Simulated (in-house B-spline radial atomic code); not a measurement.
## PBE excitations of the rubidium ion Rb⁺

Method: PBE. Computed with a B-spline radial code for spherical atoms: linear response of the closed shell [Ar] 3d10 4s2 4p6 with the functional's adiabatic kernel; scalar-relativistic (spin-free one-electron X2C), finite nucleus, no spin-orbit coupling, no double excitations, S, P, D and F terms only; shells from n = 2 respond. Only terms of natural parity with L up to 3 were computed.

Command:
```bash
python run_td.py task.json out
```
Settings (radii: box in bohr, nucleus in fm):
```
Z                        37
electrons                36
configuration            [Ar] 3d10 4s2 4p6
hamiltonian              x2c
method                   pbe,pbe
box_radius               41.61
rms_radius               4.2036
intervals                75
```

Time taken, with all properties: 2.8 s on 1 thread of Arm Neoverse N1 (shared host).

The lowest states, in the order of their Tamm-Dancoff energies; the method's threshold (minus the highest occupied level) is 21.646 eV. Labels give the largest channel, * marks a mixed state, and oscillator strengths are full-response dipole values. Semilocal kernels can invert the small singlet-triplet splittings of Rydberg terms. Energies in eV:

```json
{"state": "4p → 5s 3P", "full response": "15.369", "Tamm-Dancoff": "15.378", "oscillator strength": "-"}
{"state": "4p → 5s 1P", "full response": "15.690", "Tamm-Dancoff": "15.699", "oscillator strength": "0.4"}
{"state": "4p → 4d 3P", "full response": "17.008", "Tamm-Dancoff": "17.052", "oscillator strength": "-"}
{"state": "4p → 4d 3F", "full response": "17.134", "Tamm-Dancoff": "17.190", "oscillator strength": "-"}
{"state": "4p → 5p 3S", "full response": "17.664", "Tamm-Dancoff": "17.675", "oscillator strength": "-"}
{"state": "4p → 5p 3D", "full response": "17.881", "Tamm-Dancoff": "17.886", "oscillator strength": "-"}
{"state": "4p → 4d 1F", "full response": "17.946", "Tamm-Dancoff": "17.953", "oscillator strength": "-"}
{"state": "4p → 5p 1D", "full response": "18.008", "Tamm-Dancoff": "18.012", "oscillator strength": "-"}
{"state": "4p → 5p 1S", "full response": "18.594", "Tamm-Dancoff": "18.656", "oscillator strength": "-"}
{"state": "4p → 4d 1P", "full response": "19.302", "Tamm-Dancoff": "19.406", "oscillator strength": "1.14"}
{"state": "4p → 6s 3P", "full response": "?", "Tamm-Dancoff": "?", "oscillator strength": "-"}
{"state": "4p → 6s 1P", "full response": "19.725", "Tamm-Dancoff": "19.727", "oscillator strength": "0.106"}
{"state": "4p → 6p 3S", "full response": "20.170", "Tamm-Dancoff": "20.172", "oscillator strength": "-"}
{"state": "4p → 6p 3D", "full response": "?", "Tamm-Dancoff": "?", "oscillator strength": "-"}
```

Where does 4p → 6p 3D lie?

At 20.198 eV in full response, 20.199 eV in Tamm-Dancoff.

Where does 4p → 6s 3P lie?

At 19.676 eV in full response, 19.677 eV in Tamm-Dancoff.

How large is the singlet-triplet splitting of 4p → 5s (P terms) in Tamm-Dancoff?

0.321 eV, from the unrounded values.

What polarisabilities and dispersion coefficient does the method give?

Dipole 9.493 bohr³, quadrupole 38.74 bohr⁵, C6 57.94 hartree·bohr⁶ for two such species.
